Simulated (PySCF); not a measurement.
A geometry optimisation on `[F][Ge@@H]([Cl])[Br]`.

Computed with PBE0-D3(BJ)/def2-SVP geometry optimisation, gas phase (PySCF 2.14.0). Start geometry: GFN2-xTB. The command runs a driver script over a list of jobs; the input below is this job's line of settings and its coordinates in Å.

Command:
```bash
OMP_NUM_THREADS=1 python probes_run.py task.json out
```

Input:
```
{"job": {"xc": "PBE0", "basis": "def2-SVP", "d3": "d3bj", "grid": 1, "shake": 0.01, "kind": "geom"}, "charge": 0, "multiplicity": 1}
F     -0.153100     1.306540    -1.060040
Ge    -0.080740     0.033010     0.113460
Cl    -1.546560    -1.366590    -0.417360
Br     2.065610    -0.784150    -0.079100
H     -0.251640     0.777220     1.405140
```

Output:
```
step   0  E = -5210.32309395  max force = 0.020888
step   1  E = -5210.32532698  max force = 0.007463
step   2  E = -5210.32581291  max force = 0.003788
step   3  E = -5210.32588152  max force = 0.000602
step   4  E = -5210.32587523  max force = 0.001467
step   5  E = -5210.32587645  max force = 0.001057
step   6  E = -5210.32587969  max force = 0.000423
step   7  E = -5210.32588170  max force = 0.000276
optimisation converged
```

Energies in Eh; «max force» is the largest Cartesian gradient component in Eh/bohr.

Q: Give the first gradient maximum in eV/Å.

A: With 1 Eh/bohr = 51.422 eV/Å, 1.074 eV/Å.

Summary of the converged run: final energy -5210.32588 Eh after 7 steps; dipole 1.82 D.

Q: Where do the atoms end?

A: 0.064 Å rms from the input after alignment:
```
atom  x, y, z in Å
F1    -0.0172    1.3050   -1.1524
Ge2   -0.0473    0.0985    0.0821
Cl3   -1.4880   -1.3461   -0.5258
Br4    2.0194   -0.8464    0.1543
H5    -0.4318    0.7547    1.4045
```

On Arm Neoverse V1, one thread, on a shared host, this took 43 s and 0.41 GiB of memory at its peak.
Labels such as C1 count atoms from 1, the log's own numbers from 0.
